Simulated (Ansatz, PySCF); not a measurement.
The Ansatz (a first-principles code) input:
Ansatz 0.2 input:
```yaml
crystal:
  periodic: [false, false, false]
  atoms:
    - {symbol: Li, position_ang: [0.00000000, 0.00000000, 0.00000000]}
basis:
  gaussian:
    orbitals: cc-pVDZ
hamiltonian:
  xc: pbe0
magnetization: {spin_polarized: true, initial_magnetization: 1}
accuracy: high
```

Task: Give the equivalent PySCF input.

Result: This is not unique; one that fits is 
```python
from pyscf import gto, scf, dft

mol = gto.M(
    atom='''
Li    0.000000    0.000000    0.000000
''',
    basis='cc-pvdz',
    charge=0,
    spin=1,
    verbose=4,
)

mf = dft.UKS(mol)
mf.xc = 'pbe0'
mf.grids.atom_grid = (99, 590)
mf.grids.prune = None
mf.kernel()
```

Both were run: Ansatz gave -7.466174 Eh and PySCF -7.466174 Eh, 0.000 mEh apart.
